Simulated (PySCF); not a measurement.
# Working out the ionisation energy of Zr

Zr [Kr] 4d2 5s2 (3F) → Zr⁺ [Kr] 4d2 5s1 (4F). All numbers are calculated (PySCF 2.14, the spin-free X2C one-electron Hamiltonian (Gaussian nucleus), in x2c-QZVPPall (13s8p7d3f2g, 111 functions)). Frozen: [Ar] 3d10. Energies in hartree (1 hartree = 27.21139 eV):

```csv
part,Zr (lower),Zr⁺ (upper)
UHF,-3596.226086,-3596.035551
MP2 opposite-spin,-0.223245,-0.184965
MP2 same-spin,-0.085426,-0.079458
```

Q: What does Hartree-Fock give?

A: (-3596.035551) − (-3596.226086) = 0.190535 hartree = 5.185 eV.

Q: What do MP2 and SCS-MP2 (6/5 opposite-spin, 1/3 same-spin) give?

A: The opposite-spin parts differ by 1.042 eV and the same-spin parts by 0.162 eV. MP2: 5.185 + (1.042) + (0.162) = 6.389 eV. SCS-MP2: 5.185 + 1.2 × (1.042) + (0.162)/3 = 6.489 eV.

Measured between the centres of the two terms (NIST): 6.639 eV, so MP2 (valence and next inner shell) is off by -0.250 eV.

What remains against the reference includes basis incompleteness, the frozen core and correlation beyond second order.
